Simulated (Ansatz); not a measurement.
Geometry optimisation, RKS PBE-D4/def2-SVP in Ansatz.

Input file:

```yaml
crystal:
  periodic: [false, false, false]
  atoms:
    - { symbol: Sn, position_ang: [-0.153597, -0.055299, -0.12664] }
    - { symbol: H, position_ang: [-0.343584, -0.170149, 1.593626] }
    - { symbol: Cl, position_ang: [2.26689, 0.157212, -0.454975] }
    - { symbol: H, position_ang: [-0.859033, 1.329303, -0.846545] }
    - { symbol: H, position_ang: [-0.439265, -1.528265, -0.967498] }
    - { symbol: O, position_ang: [1.023076, 1.953352, 1.993283] }
    - { symbol: Al, position_ang: [2.713305, 1.578598, 1.677482] }
    - { symbol: H, position_ang: [3.384387, 0.406268, 2.538748] }
    - { symbol: H, position_ang: [3.509708, 2.792098, 1.016588] }
    - { symbol: H, position_ang: [0.498912, 1.257782, 2.460333] }
basis:
  gaussian: { orbitals: def2-SVP }
hamiltonian:
  xc: pbe
  dispersion: d4
relax:
  f_tol: 0.03
  max_steps: 50
```

Command:

```bash
$ ansatz run input.yaml --threads 2 --pin off --max-ram 3072MiB --backend cpu --events-out ev --progress --plain --runs-dir out
```

Question: Where does it end, and by what steps?

Answer: The forces met the threshold. The force dipped under the threshold on the way, but the program's further checks kept it going. After 22 steps the energy has fallen by 0.605 eV; H2 moved furthest, 1.34 Å. Parted: Sn1–Cl3 (2.45 → 3.05 Å). Joined: Sn1–O6 (3.15 → 2.12 Å).

| step | energy less start (eV) | largest force component (eV/Å) | accepted |
| --- | --- | --- | --- |
| 0 | 0.0000 | 0.690 | yes |
| 1 | -0.0309 | 1.804 | yes |
| 2 | -0.0915 | 2.066 | yes |
| 3 | -0.1752 | 1.638 | yes |
| 4 | -0.2863 | 0.833 | yes |
| 5 | -0.3414 | 0.390 | yes |
| 6 | -0.3579 | 0.313 | yes |
| 7 | -0.3559 | 0.287 | no |
| 8 | -0.3754 | 0.139 | yes |
| 9 | -0.3838 | 0.056 | yes |
| 10 | -0.3956 | 0.061 | yes |
| 11 | -0.4103 | 0.202 | yes |
| 12 | -0.4292 | 0.344 | yes |
| 13 | -0.4620 | 0.562 | yes |
| 14 | -0.5228 | 0.306 | yes |
| 15 | -0.5771 | 0.212 | yes |
| 16 | -0.5565 | 0.632 | no |
| 17 | -0.5936 | 0.041 | yes |
| 18 | -0.5982 | 0.138 | yes |
| 19 | -0.6034 | 0.022 | yes |
| 20 | -0.6042 | 0.143 | yes |
| 21 | -0.6047 | 0.060 | yes |
| 22 | -0.6051 | 0.003 | yes |

```xyz
10
Properties=species:S:1:pos:R:3
Sn -0.280 0.161 0.248
H -1.620 0.179 1.359
Cl 2.575 0.575 -0.745
H -0.523 1.297 -1.009
H 0.187 -1.446 -0.109
O 1.029 0.980 1.702
Al 2.854 1.387 1.308
H 3.762 0.448 2.236
H 3.002 2.982 1.328
H 0.616 1.159 2.568
```

Whether the end is a true minimum wasn't checked by a vibrational analysis.

The run took 62 s on 2 threads of Arm Neoverse V1, with other jobs on the host, peak memory 0.15 GiB.
